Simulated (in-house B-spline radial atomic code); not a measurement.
Successive ionisation energies of carbon; each step leads to the configuration of the next row (after the last: bare). NIST's values go from ground level to ground level; the uncertainty of those that are theory runs from under 0.1 % in few-electron ions to several per cent in heavy many-electron ones. Computed with a B-spline radial code for spherical atoms: non-relativistic Hartree-Fock, average of the configuration, point nuclei.

```csv
ion,configuration,ionisation energy (eV),tabulated value (eV),tabulated kind,computed minus tabulated (eV),highest orbital,largest mean radius (bohr)
C,[He] 2s2 2p2,10.0,11.26029,measured,-1.3,2p,1.7425
C+,[He] 2s2 2p1,?,?,measured,?,?,?
C2+,[He] 2s2,45.8,47.88778,measured,-2.1,2s,1.3719
C3+,[He] 2s1,64.4,64.49352,measured,-0.1,2s,1.28
C4+,1s2,?,?,tabulated theory,?,?,?
C5+,1s1,489.8,489.9932,tabulated theory,-0.2,1s,0.25
```

(1) Fill in the row of C+.

(2) Fill in the row of C4+.

(3) Where is the largest jump?

(4) How far is this level of theory from the measured and semi-empirical values?

## Answers

(1) ionisation energy (eV): 24.0; tabulated value (eV): 24.38314; computed minus tabulated (eV): -0.3; highest orbital: 2p; largest mean radius (bohr): 1.4755.

(2) ionisation energy (eV): 390.8; tabulated value (eV): 392.0906; computed minus tabulated (eV): -1.3; highest orbital: 1s; largest mean radius (bohr): 0.26676.

(3) From C3+ to C4+, by a factor of 6.07 (64.351 to 390.79 eV); the highest orbital goes from 2s to 1s.

(4) Over those 4 rows the differences run from -2.11 to -0.142 eV (mean absolute value 0.96 eV). The calculation leaves out relativity, correlation and, in open shells, the multiplet splittings that an average leaves out.
